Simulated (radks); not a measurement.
Values are calculated unless marked as measured or tabulated.
Coulomb parameter of the 3d shell of the zinc ion Zn+ in the model configuration [Ar] 3d9 4s1 4p1, as a second difference U = [E(n + 0.5) + E(n - 0.5) - 2 E(n)] / (0.5)^2 with all orbitals relaxed. "Bare": the charge of the atom changes with n. "Screened": the 4p shell takes up the change at fixed total charge, which measures U(3d,3d) + U(4p,4p) - 2 U(3d,4p). Level of theory: Dirac Kohn-Sham, LDA (Slater exchange, Perdew-Wang correlation), spin-unpolarised, spherical densities, finite nucleus; open shells are shared between the two j in proportion to 2j + 1; Fermi nuclear charge, rms radius 3.9283 fm (a radial shooting solver on a logarithmic mesh with Libxc functionals).

case                  configuration  E - E(n) (eV)
start              [Ar] 3d9 4s1 4p1          0.000
bare +0.5        [Ar] 3d9.5 4s1 4p1        -12.031
bare -0.5        [Ar] 3d8.5 4s1 4p1         16.464
screened +0.5  [Ar] 3d9.5 4s1 4p0.5         -8.329
screened -0.5  [Ar] 3d8.5 4s1 4p1.5         10.005

U(bare) = 17.734 eV, U(screened by 4p) = 6.706 eV, against the Slater integral F0(3d,3d) = 30.130 eV with frozen orbitals.
